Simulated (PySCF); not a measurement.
[Tl(SH)4]− at several levels of theory

Computed with PySCF 2.14.0 (density fitting, no spin-orbit coupling) at the geometry relaxed with r2SCAN:

```xyz
9
[Tl(SH)4]− (singlet)
Tl    0.0000    0.0000    0.5281
S     2.5750    0.4959    0.5308
H     2.8805   -0.8144    0.6693
S    -0.4959    2.5750    0.5308
H     0.8144    2.8805    0.6693
S    -2.5750   -0.4959    0.5308
H    -2.8805    0.8144    0.6693
S     0.4959   -2.5750    0.5308
H    -0.8144   -2.8805    0.6693
```

| level | basis | state | HOMO (eV) | gap (eV) | charge on Tl1 (e) | dipole about the centre of mass (D) | largest force component (eV/Å) |
| --- | --- | --- | --- | --- | --- | --- | --- |
| r2SCAN | Tl def2-SVP with ECP60, S def2-SVP, H def2-SVP | singlet | -1.41 | 2.29 | 0.41 | 0.32 | 0.02 |
| wB97X | the same | singlet | -4.14 | 7.42 | 0.45 | 0.31 | 0.29 |
| HF | the same | singlet | -4.26 | 8.89 | 0.72 | 0.31 | 0.58 |
| TPSSh | the same | singlet | -1.62 | 2.77 | 0.40 | 0.30 | 0.02 |
| r2SCAN | Tl x2c-SVPall, S x2c-SVPall, H x2c-SVPall | singlet | -1.39 | 2.26 | 0.51 | 0.30 | 0.13 |

Charges are Mulliken's, which hang on the basis. The relaxation used the grid (50, 194), these runs (75, 302) or, all-electron (x2c bases, spin-free X2C Hamiltonian), (99, 590).

Q: What does PBE with Tl def2-SVP with ECP60, S def2-SVP, H def2-SVP give here?

A: state singlet, HOMO (eV) -1.10, gap (eV) 2.05, charge on Tl1 (e) 0.27, dipole about the centre of mass (D) 0.29, largest force component (eV/Å) 0.29. Time: 16 s on 2 threads of Intel(R) Xeon(R) Platinum 8488C (Sapphire Rapids), on a shared host, from an already converged density.

In the first row's basis the gap widens with exact exchange: 2.1 to 2.3 eV for PBE, r2SCAN (none); 2.8 eV for TPSSh (a fixed share); 7.4 to 8.9 eV for wB97X, Hartree–Fock (rising or full at long range).

No frequency check is given that shows the relaxed geometry to be a minimum.
